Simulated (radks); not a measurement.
Species: the chromium ion Cr4+. Configuration: [Ar] 3d2 (the NIST ground configuration).

Calculated with a radial shooting solver on a logarithmic mesh with Libxc functionals: Dirac Kohn-Sham, LDA (Slater exchange, Perdew-Wang correlation), spin-unpolarised, spherical densities, finite nucleus; open shells fill j = l - 1/2 first; Fermi nuclear charge, rms radius 3.6452 fm.

Energy parts (eV):
part                      energy
total                 -28427.980
kinetic                28752.327
electron-nucleus      -66733.943
Hartree                10771.891
exchange-correlation   -1218.255

Orbitals (lengths in bohr, moments of r in powers of bohr; <r^-3> diverges for s and p1/2):
| orbital | occ. | eigenvalue (eV) | <r> | <r^-3> |
|---|---|---|---|---|
| 1s1/2 | 2 | -5926.874 | 0.06367 | - |
| 2s1/2 | 2 | -728.3957 | 0.2937 | - |
| 2p1/2 | 2 | -628.8302 | 0.2583 | - |
| 2p3/2 | 4 | -620.2148 | 0.2612 | 353.5 |
| 3s1/2 | 2 | -132.3335 | 0.8770 | - |
| 3p1/2 | 2 | -104.1438 | 0.9127 | - |
| 3p3/2 | 4 | -103.0125 | 0.9202 | 46.70 |
| 3d3/2 | 2 | -58.3302 | 1.017 | 4.572 |
| 3d5/2 | 0 | -58.2022 | 1.019 | 4.514 |

The highest occupied level is 3d3/2 at -58.330 eV. For comparison, the ionisation energy in NIST's Atomic Spectra Database is 69.46 eV (semi-empirical). In exact Kohn-Sham theory the highest level is minus the ionisation energy, but local and semilocal functionals leave it too shallow, through self-interaction and a potential that decays too fast; potentials with the right tail come closer. Summed over all electrons, <r^2> = 10.92 bohr^2, which gives a Langevin (diamagnetic) susceptibility term of -8.65 x 10^-6 cm^3/mol. The density falls to 0.001 e/bohr^3 at r = 2.54 bohr.

Beside tabulated values, note that spin-unpolarised runs miss the spin-polarisation part of the exchange energy of open shells.
